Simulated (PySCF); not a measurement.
# Computed structure and properties of [WH4]+

System: [WH4]+ (doublet); start: displaced along the imaginary mode (Cs). Method: PySCF 2.14.0, UKS r2SCAN, W def2-SVP with ECP60, H def2-SVP; non-relativistic Hamiltonian with scalar-relativistic core potentials where named; density fitting; no spin-orbit coupling.

Input of the relaxation:

```python
mol = gto.M(atom='''
W      0.00304    -0.00090    -0.00000
H      1.82687     0.07376     0.00000
H     -0.24987     1.86253     0.00000
H     -1.88194     0.07376     0.00000
H     -0.24987    -1.84628    -0.00000''',
    basis={'W': 'def2-SVP', 'H': 'def2-SVP'},
    ecp={'W': 'def2-SVP'},
    charge=1, spin=1)
mf = dft.UKS(mol, xc='R2SCAN')
mf.grids.atom_grid = (50, 194)
mf = mf.density_fit()  # fitting sets: W def2-universal-JKFIT, H def2-universal-JKFIT
mf.conv_tol = 1e-08; mf.max_cycle = 55
mf.kernel(dm0)  # dm0: converged density of the start geometry
# quasi-Newton relaxation in Cartesian coordinates to a largest gradient under 0.00045 Eh/bohr, steps kept in the point group
```

Run from Python with OMP_NUM_THREADS=2; the lines above give its settings. Where DIIS fails, smearing, a level shift and second-order steps follow.
It took 2.8 min on 2 threads of Intel(R) Xeon(R) Processor @ 2.50GHz (Skylake/Cascade Lake), on a shared host, from the converged density of the start.

Course of the relaxation:

| step | energy above end (eV) | largest force component within the symmetry (eV/Å) |
| --- | --- | --- |
| 0 | 2.7701 | 2.163 |
| 1 | 2.2497 | 2.013 |
| 2 | 1.7235 | 1.750 |
| 3 | 1.1346 | 1.218 |
| 4 | 0.9109 | 0.855 |
| 5 | 0.6861 | 1.627 |
| 6 | 0.6626 | 1.003 |
| 7 | 0.4968 | 0.845 |
| 18 | 0.0014 | 0.056 |
| 19 | 0.0011 | 0.064 |
| 20 | 0.0007 | 0.057 |
| 21 | 0.0003 | 0.028 |
| 22 | 0.0001 | 0.008 |
| 23 | 0.0000 | 0.008 |
(The steps between are left out.)

Relaxed geometry (Cs):

```xyz
5

W     0.5899    0.0933    0.0000
H     2.2135   -0.3852    0.0000
H    -1.3940    1.2596    0.0000
H    -1.7056    0.5477    0.0000
H    -0.2556   -1.3525    0.0000
```

| contact | Å |
| --- | --- |
| W1–H2 (H) | 1.693 |
| W1–H3 (H) | 2.301 |
| W1–H4 (H) | 2.340 |
| W1–H5 (H) | 1.675 |

Short contacts between ligands at the end: H3···H4 0.78 Å.

On relaxing from the template, bonds within or between ligands changed, so the formula names the start rather than the bonding at the end.

On the finer grid (75, 302):

* HOMO: -12.25 eV
* LUMO: -11.56 eV
* Dipole about the centre of mass: 2.70 D
* Spin squared: 1.737
* Set of Mulliken populations of W1 outside the core potential: s 2.94, p 6.07, d 4.03, f 0.01
* D3(BJ) dispersion energy (not in the energies): -0.014 eV

```csv
atom,Mulliken (e),Löwdin (e),spin (e)
W1,0.95,0.88,1.05
H2,-0.09,-0.07,-0.01
H3,0.08,0.09,0.00
H4,0.11,0.11,-0.01
H5,-0.05,-0.01,-0.03
```

Another spin state tried lies lower. The state is spin-contaminated.

No frequency check is given for this geometry.

Taking off one H (charge -1, singlet; the rest: doublet) in vacuum, both parts rigid, costs 18.60 eV; the small basis without counterpoise inflates it. Most of it is the attraction of opposite charges; other ways to part are cheaper, and one spin state was tried for the rest.

Rigid scan of H along the line from its metal:

```tsv
distance to H2 (Å)	energy (eV)
1.39	1.108
1.49	0.426
1.59	0.093
1.69	0.000
1.79	0.071
1.89	0.250
2.09	0.785
2.39	1.713
2.79	2.512
3.29	2.397
```

One start shape was tried, so this needn't be the lowest isomer.

Open shells may have lower solutions than the one found.
